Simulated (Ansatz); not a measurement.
Geometry optimisation, Ansatz 0.2.0, RHF/def2-SVP.

Input file:

```yaml
crystal:
  periodic: [false, false, false]
  atoms:
    - { symbol: O, position_ang: [2.5597, 1.0298, -0.4227] }
    - { symbol: C, position_ang: [1.3495, 0.9699, -0.0663] }
    - { symbol: B, position_ang: [0.5205, -0.3378, -0.3615] }
    - { symbol: F, position_ang: [1.2549, -1.4268, -1.0501] }
    - { symbol: Si, position_ang: [-1.2872, -0.5081, 0.2221] }
    - { symbol: H, position_ang: [3.46221, 1.42126, -0.53375] }
    - { symbol: H, position_ang: [-1.7856, -1.8182, -0.1404] }
    - { symbol: H, position_ang: [-2.0581, 0.5695, -0.3997] }
    - { symbol: H, position_ang: [-1.3455, -0.3366, 1.7436] }
basis:
  gaussian: { orbitals: def2-SVP }
hamiltonian:
  xc: hf
relax:
  f_tol: 0.02
  max_steps: 50
output:
  orbitals: {}
```

Launched with:

```bash
$ ansatz run input.yaml --threads 1 --pin off --max-ram 2048MiB --backend cpu --events-out ev --progress --plain --runs-dir out
```

Problem. Where does it end, and by what steps?

Solution. The forces met the threshold. The force dipped under the threshold on the way, but the program's further checks kept it going. After 20 steps the energy has fallen by 2.640 eV; F4 moved furthest, 1.16 Å.

```csv
step,energy less start (eV),largest force component (eV/Å),accepted
0,0.0000,5.177,yes
1,-1.0014,3.380,yes
2,-1.6416,2.494,yes
3,-1.9633,2.082,yes
4,-2.0888,1.500,yes
5,-2.2055,1.239,yes
6,-2.3678,0.938,yes
7,-2.5088,0.924,yes
8,-2.5418,1.216,yes
9,-2.5846,0.857,yes
10,-2.5991,0.603,yes
11,-2.6129,0.322,yes
12,-2.6236,0.128,yes
13,-2.6209,0.386,no
14,-2.6311,0.109,yes
15,-2.6342,0.181,yes
16,-2.6351,0.151,yes
17,-2.6391,0.083,yes
18,-2.6398,0.038,yes
19,-2.6401,0.014,yes
20,-2.6402,0.013,yes
```

```xyz
9
Properties=species:S:1:pos:R:3
O 2.603 0.616 0.252
C 1.614 0.722 -0.552
B 0.575 -0.339 -0.879
F 0.686 -1.054 -1.995
Si -1.148 -0.428 0.243
H 3.074 1.438 0.331
H -1.342 -1.821 0.723
H -2.332 -0.036 -0.561
H -1.059 0.465 1.428
```

Whether the end is a true minimum wasn't checked by a vibrational analysis.

The run took 45 s on 1 thread of Arm Neoverse V2, on a shared host, peak memory 0.17 GiB.
